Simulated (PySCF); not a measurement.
Computed with B3LYP-D3(BJ)/def2-TZVP // B3LYP-D3(BJ)/def2-SVP (PySCF). All species are isolated molecules in the gas phase. One relaxed conformer stands for a flexible species; it need not be the lowest. B3LYP has the VWN-RPA correlation part, as in Gaussian. Delta-SCF ions had no search for a lower state. Excitations are Tamm–Dancoff values on a coarser integration grid. The basis has no diffuse functions, so Rydberg states are missing or too high.

Reference species (SMILES): `O(C)[Si](OC)(OC)OC` (neutral, multiplicity 1).

The S1–T1 gap (TDA) is 0.24 eV and the HOMO–LUMO gap is 8.57 eV. The vertical ionisation energy (Delta-SCF) comes out as 9.69 eV.

Changed species: `Br[Si](Br)(OC)Br` (C–O–Si–Br torsion 60°) (1 of 4 Br replaced by OCH3; the reference has 4 of 4 Br replaced by OCH3).

Q: What does the change do to the S1–T1 gap (TDA), HOMO–LUMO gap and vertical ionisation energy (Delta-SCF)?

A: the S1–T1 gap (TDA) rises by 0.13 eV, to 0.37 eV; the HOMO–LUMO gap falls by 1.80 eV, to 6.77 eV; the vertical ionisation energy (Delta-SCF) goes up by 0.51 eV, to 10.20 eV.
